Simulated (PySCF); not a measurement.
Spinor energies of Fe(22+) (iron, charge +22)

Start: [He] 2s2. Calculated with PySCF 2.14 in an even-tempered Gaussian basis (17 s from 1.4 bohr⁻², ratio 2.6; 12 p from 1.8 bohr⁻², ratio 2.6; 7 d from 1.9 bohr⁻², ratio 2.8; 4 f from 39 bohr⁻², ratio 2.8): generalised Hartree-Fock with the X2C-1e Hamiltonian and a Gaussian nucleus; spin-orbit coupling (SO) screened by Boettger's factors.

```
spinor shell  electrons  ε, screened SO (eV)  weight of nominal j (screened SO)  rms radius, screened SO (bohr)
       1s1/2          2              -8565.5                              1.000                          0.0668
       2s1/2          2              -1944.5                              1.000                           0.262
```

```
   quantity  screened SO
E (hartree)   -812.36419
        M_J            0
       ⟨J²⟩        0.000
       ⟨L²⟩        0.000
       ⟨S²⟩        0.000
```
